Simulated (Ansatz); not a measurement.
Isomers of C₃H₇FSn, relaxed with PBE0-D4/def2-TZVP in Ansatz; electronic energies, one conformer each and not always the lowest. Functionals use def2-TZVPP; CBS adds triple-zeta CCSD(T) − MP2 to the MP2 limit of def2-TZVPP and def2-QZVPP.

Elements past krypton have def2 core potentials. Outer-core shells of Sn are correlated without core-valence functions. Spin–orbit coupling is left out.

Question: Order them by energy at frozen-core CCSD(T)/CBS, lowest first. (An estimate is asked.)
A. `[F][SnH]1[CH2]C[CH2]1`
B. `C=[C](F)[SnH2][CH3]`
C. `C=[CH][SnH]([CH3])[F]`
D. `C[CH](C)[Sn][F]`
E. `[CH3][SnH2]/[CH]=C\F`
F. `FC1[CH2][SnH2][CH2]1`
G. `F[CH]1C[CH2][SnH2]1`

Answer: D (0.0 kcal/mol), C (19.6 kcal/mol), A (21.4 kcal/mol), F (50.9 kcal/mol), E (51.9 kcal/mol), B (55.1 kcal/mol), G (59.4 kcal/mol).

Question: How do PBE-D4, B3LYP, PBE0-D4, HF/CBS(def2) place them (kcal/mol, against `C[CH](C)[Sn][F]`)? (An estimate is asked.)

Answer: The calculation gave: 
| isomer | PBE-D4 | B3LYP | PBE0-D4 | HF/CBS(def2) |
| --- | --- | --- | --- | --- |
| `C=[CH][SnH]([CH3])[F]` | 25.7 | 22.9 | 24.2 | 15.5 |
| `[F][SnH]1[CH2]C[CH2]1` | 24.5 | 27.5 | 22.5 | 25.3 |
| `F[CH]1C[CH2][SnH2]1` | 58.9 | 63.2 | 57.0 | 62.1 |
| `FC1[CH2][SnH2][CH2]1` | 52.1 | 56.2 | 49.4 | 53.7 |
| `C=[C](F)[SnH2][CH3]` | 56.1 | 55.6 | 55.3 | 51.1 |
| `[CH3][SnH2]/[CH]=C\F` | 53.3 | 52.7 | 52.0 | 47.3 |

B3LYP here is the variant with VWN-RPA as its local correlation; programs differ in this.
